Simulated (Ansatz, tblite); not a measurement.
Removing and adding an electron: `Cc1cc(-c2sc(-c3sc(-c4sc(-c5sc(-c6sc(N(C)C)cc6C)cc5C)cc4C)cc3C)cc2C)sc1C#N`. The state is a singlet with charge 0. Geometry: PBE-D4/def2-SVP. Ansatz, gas phase; energy differences of separate SCF runs; the oxidised species was run as a doublet alone; the reduced species was run as a doublet alone.

```xyz
71

C     1.337   -5.410  -10.601
C     0.421   -4.726   -9.631
C     0.788   -4.311   -8.327
C    -0.234   -3.690   -7.598
C    -0.162   -3.167   -6.258
S     1.358   -3.304   -5.391
C     0.710   -2.511   -3.968
C     1.488   -2.282   -2.781
S     0.709   -1.522   -1.401
C     2.179   -1.561   -0.447
C     2.186   -1.018    0.886
S     0.894    0.061    1.388
C     1.565    0.248    2.998
C     0.909    1.093    3.959
S    -0.275    2.268    3.407
C    -0.610    2.821    5.039
C    -1.569    3.851    5.327
S    -1.809    4.312    7.018
C    -3.008    5.517    6.583
N    -3.589    6.303    7.549
C    -3.433    5.952    8.946
C    -4.690    7.157    7.152
C    -3.219    5.528    5.204
C    -2.406    4.602    4.490
C    -2.461    4.455    2.996
C     0.193    2.114    5.942
C     1.046    1.144    5.358
C     1.960    0.265    6.162
C     2.737   -0.509    3.108
C     3.098   -1.224    1.937
C     4.311   -2.106    1.858
C     3.205   -2.162   -1.184
C     2.835   -2.571   -2.492
C     3.792   -3.224   -3.447
C    -0.629   -2.170   -4.192
C    -1.134   -2.529   -5.465
C    -2.544   -2.250   -5.897
S    -1.700   -3.617   -8.558
C    -0.919   -4.415   -9.907
C    -1.631   -4.675  -11.098
N    -2.216   -4.897  -12.097
H     1.722   -6.362  -10.180
H     2.219   -4.776  -10.829
H     0.823   -5.640  -11.554
H     1.796   -4.460   -7.913
H    -2.365    5.745    9.170
H    -3.748    6.805    9.578
H    -4.026    5.053    9.243
H    -4.958    7.823    7.994
H    -4.394    7.795    6.293
H    -5.599    6.581    6.853
H    -3.944    6.185    4.707
H    -2.740    3.424    2.693
H    -3.205    5.149    2.559
H    -1.479    4.670    2.524
H     0.154    2.294    7.026
H     1.707    0.314    7.239
H     1.893   -0.795    5.840
H     3.024    0.570    6.059
H     3.350   -0.528    4.017
H     5.120   -1.644    1.251
H     4.076   -3.085    1.393
H     4.725   -2.296    2.867
H     4.227   -2.274   -0.804
H     4.797   -3.319   -2.991
H     3.456   -4.241   -3.739
H     3.900   -2.642   -4.387
H    -1.239   -1.661   -3.432
H    -2.579   -1.605   -6.801
H    -3.090   -3.184   -6.149
H    -3.106   -1.737   -5.094
```

The xTB rows come from tblite. Single mean-field runs in def2-SVP are fitted with def2-universal-jkfit.

Problem. Estimate orbital energies and vertical ionisation energies and electron affinities at: GFN1-xTB; GFN2-xTB; PBE-D4/def2-SVP; PBE0-D4/def2-SVP.

Solution. 
| level | −HOMO (eV) | vertical IE (eV) | −LUMO (eV) | vertical EA (eV) | HOMO–LUMO gap (eV) | IE − EA (eV) |
| --- | --- | --- | --- | --- | --- | --- |
| GFN1-xTB | 9.82 | 11.18 | 8.62 | 7.25 | 1.20 | 3.93 |
| GFN2-xTB | 9.13 | 10.50 | 8.01 | 6.67 | 1.13 | 3.83 |
| PBE-D4/def2-SVP | 4.05 | 5.41 | 2.76 | 1.51 | 1.28 | 3.91 |
| PBE0-D4/def2-SVP | 4.79 | 5.72 | 2.33 | 1.48 | 2.46 | 4.25 |

 Raw xTB energy differences between charge states are shifted by several eV; the methods need an empirical correction for them. Sets without diffuse functions give affinities that are too small.
